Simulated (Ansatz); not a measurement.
```yaml
crystal:
  periodic: [false, false, false]
  atoms:
    - {symbol: N, position_ang: [-1.033729, 1.196321, -0.268664]}
    - {symbol: Si, position_ang: [0.384649, 0.409982, 0.231951]}
    - {symbol: N, position_ang: [0.884569, -0.931524, -0.660535]}
    - {symbol: P, position_ang: [0.680605, -1.636998, 0.972227]}
    - {symbol: H, position_ang: [-1.834586, 0.683046, -0.597900]}
    - {symbol: H, position_ang: [-1.279963, 2.096819, 0.107191]}
    - {symbol: H, position_ang: [1.335405, 1.457814, 0.665370]}
    - {symbol: H, position_ang: [1.615498, -1.214306, -1.289281]}
    - {symbol: H, position_ang: [-0.663950, -2.107355, 0.822540]}
basis:
  gaussian: {orbitals: "6-31G*"}
total_charge: -1
magnetization: {spin_polarized: true, initial_magnetization: 1}
hamiltonian: {xc: {name: SPW92}}
```

```sh
$ ansatz run in.yaml --threads 2 --pin off --events-out ev --progress --plain --max-ram 4352MiB
```

Shortened log:

```
Functional definition: SPW92
996 factors; their error is unknown
mean field evaluation 1: about -20127.4512 eV, gradient 4.0e1 eV
mean field evaluation 2: about -20099.4103 eV, gradient 8.3e1 eV
mean field evaluation 4: about -20133.7915 eV, gradient 9.6e0 eV
mean field evaluation 8: about -20134.2468 eV, gradient 1.5e-1 eV
mean field evaluation 16: about -20134.1926 eV, gradient 1.5e-3 eV
mean field -20134.19258355 eV, -739.9179299994 hartree, gradient 2.8e-5 eV, S^2 0.750669; 6 other end points of the search recorded, 0 dependent functions left out
reference -20134.19261529 eV, -739.9179311658 hartree; 25, 24 occupied and 53, 54 virtual orbitals, 996 factors
Total energy: -20134.19261529 eV, -739.9179311658 hartree
```

Run time 1.7 s (2 threads of an Arm Neoverse V1 on a shared host); peak host memory 0.12 GiB.
